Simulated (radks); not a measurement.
The gold ion Au19+, 60 electrons, occupied as [Kr] 4d10 4f10 5s2 5f2 (not the ground configuration). All-electron calculation, non-relativistic Kohn-Sham, PBE, spin-polarised, spherical densities, point nucleus; open shells are filled with parallel spins first (spin-orbit coupling, left out, can overturn this in heavy ions); relativity is left out, which matters for an element this heavy. Program: a radial shooting solver on a logarithmic mesh with Libxc functionals.

Normalised radial functions P(r) = r R(r), r in bohr:

r	4f up	5f up
0.0008358	0.0000	0.0000
0.001097	0.0000	0.0000
0.00144	0.0000	0.0000
0.00189	0.0000	0.0000
0.002481	0.0000	0.0000
0.003256	0.0000	0.0000
0.004274	0.0000	0.0000
0.00561	0.0000	0.0000
0.007364	0.0000	0.0000
0.009666	0.0001	0.0001
0.01269	0.0003	0.0002
0.01665	0.0009	0.0005
0.02186	0.0024	0.0013
0.02869	0.0062	0.0035
0.03766	0.0158	0.0088
0.04983	0.0391	0.0219
0.06541	0.0891	0.0497
0.08585	0.1894	0.1052
0.1127	0.3700	0.2037
0.1479	0.6523	0.3531
0.1942	1.0175	0.5319
0.2548	1.3739	0.6668
0.3345	1.5703	0.6374
0.4391	1.4810	0.3385
0.5763	1.1207	-0.2146
0.7564	0.6516	-0.8165
0.9929	0.2707	-1.1254
1.303	0.0715	-0.9282
1.711	0.0102	-0.4551
2.245	0.0007	-0.1193
2.947	0.0000	-0.0139

4f up: eigenvalue -579.63 eV, 0 radial nodes, <r> = 0.439 bohr, 90 % of the charge inside 0.679 bohr. 5f up: eigenvalue -296.48 eV, 1 radial node at r = 0.524 bohr, <r> = 1.06 bohr, 90 % of the charge inside 1.53 bohr.
